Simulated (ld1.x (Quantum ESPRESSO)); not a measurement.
# Reading a pseudo-wave (ruthenium)

Columns: radius, all-electron u(r) and pseudo u(r) of the 4d shell (level -18.36 eV) of ruthenium in the configuration [Kr] 4d6.5 5s0 5p0; PBE, non-relativistic, TM scheme, ld1.x (Quantum ESPRESSO) 7.5.

```
r (bohr)  all-electron   pseudo
   0.140        0.2776  -0.0087
   0.280        0.3972  -0.0638
   0.420        0.1514  -0.1869
   0.560       -0.1895  -0.3630
   0.700       -0.4800  -0.5501
   0.840       -0.6807  -0.7046
   0.980       -0.7955  -0.8030
   1.120       -0.8433  -0.8454
   1.260       -0.8450  -0.8454
   1.400       -0.8175  -0.8175
   1.540       -0.7729  -0.7729
   1.680       -0.7195  -0.7195
   1.820       -0.6623  -0.6623
   1.960       -0.6048  -0.6048
   2.100       -0.5489  -0.5489
   2.240       -0.4958  -0.4958
   2.380       -0.4461  -0.4461
   2.520       -0.4001  -0.4001
   2.660       -0.3579  -0.3579
   2.800       -0.3195  -0.3195
   2.940       -0.2846  -0.2846
   3.080       -0.2531  -0.2531
   3.220       -0.2248  -0.2248
   3.360       -0.1993  -0.1993
   3.500       -0.1765  -0.1765
   3.640       -0.1561  -0.1561
```

**Question.** How many radial nodes do the two functions have?

**Answer.** The all-electron 4d function has n − l − 1 = 1; the pseudo-wave has 0, since the states of the same l below it are removed with the core.

**Question.** At about which radius was the pseudo-wave matched?

**Answer.** 1.50 bohr. The columns agree to 0.0005 from 1.26 bohr on; several derivatives are matched, so the curves merge somewhat inside the radius.

**Question.** Is the pseudo-wave norm-conserving?

**Answer.** Yes: the TM scheme keeps the norm inside the radius equal to the all-electron one, which fixes the energy derivative of the logarithmic derivative at the level.
